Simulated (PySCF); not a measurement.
Al(F)(Me)(SH) (CH4AlFS), SMILES [CH3][Al]([F])[SH].

Geometry: B3LYP-D3(BJ)/def2-SVP. Other conformers were not sampled.

These are r2SCAN/def2-TZVP in PySCF values and carry that method's errors.

Gas-phase values at a fixed geometry.

Estimate the frontier levels, gap, dipole moment and polarisability. (An estimate is asked for; the answer gives what the named calculation found.)


```yaml
highest_occupied_level: -6.93 eV
lowest_empty_level: -0.86 eV
orbital_gap: 6.07 eV
dipole_moment: 2.62 D
quadrupole, principal values (traceless, Buckingham form, about the centre of nuclear charge): -2.98, -1.01, 3.98 D·Å
mean_static_polarisability: 55.5 bohr³ (8.22 Å³)
polarisability_principal_values: 45.7, 51.5, 69.3 bohr³
```
